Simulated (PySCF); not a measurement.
³³S chemical shifts

Theory: shieldings: GIAO PBE0/pcSseg-1, coordinates at the GFN2-xTB level, in PySCF 2.14 (fast rotation and ring inversion assumed for equivalent nuclei, single conformer, gas phase, non-relativistic Hamiltonian).

Shieldings were converted by a linear fit to measured shifts: ³³S: δ = 158.28 − 0.937σ (rms 33.3 ppm, 20 shifts vs sulfate, solution or neat liquid). A few per cent of atoms miss by over 2 rms, more outside the fitted compound classes.

(1) Give the ³³S shifts of `CC(=S)O[SiH2]CO[SiH3]`, `C=C[Si]1(O)SC=CS1`, `CS(=O)(=O)c1cnsc1`, `CC(=O)C[Si@H](O)[SiH2]S`.

(2) Match the shifts 685, 135, -11, -261, -320, -379 ppm to `C#C[SiH2]/C=C/SC`, `C=C(CC(F)(F)F)S[SiH3]`, `C/C(CS(=O)(=O)O)=C1/C[SiH2]1`, `C1=C(C2CC2)S[SiH2]1`, `CC(=S)O[SiH2]OC[SiH3]`, `F[C@@H]1C[Si@@H](F)CC1=S`.

Answers

(1) 
```
                                                 compound                                        environment  δ (ppm)
                                    CC(=S)O[SiH2]CO[SiH3]                                      thione sulfur      116
                                        C=C[Si]1(O)SC=CS1  sulfur bonded to C, Si, in a 5-membered ring (×2)     -328
[CH3:1][S:2](=[O:3])(=[O:4])[c:5]1[cH:6][n:7][s:8][cH:9]1                           S8: aromatic ring sulfur       62
[CH3:1][S:2](=[O:3])(=[O:4])[c:5]1[cH:6][n:7][s:8][cH:9]1                                 S2: sulfone sulfur      -51
                                  CC(=O)C[Si@H](O)[SiH2]S                             sulfur bonded to Si, H     -588
```

(2) 685: F[C@@H]1C[Si@@H](F)CC1=S (thione sulfur); 135: CC(=S)O[SiH2]OC[SiH3] (thione sulfur); -11: C/C(CS(=O)(=O)O)=C1/C[SiH2]1 (sulfonyl sulfur); -261: C#C[SiH2]/C=C/SC (sulfide sulfur); -320: C1=C(C2CC2)S[SiH2]1 (sulfur bonded to C, Si, in a 4-membered ring); -379: C=C(CC(F)(F)F)S[SiH3] (sulfur bonded to C, Si).
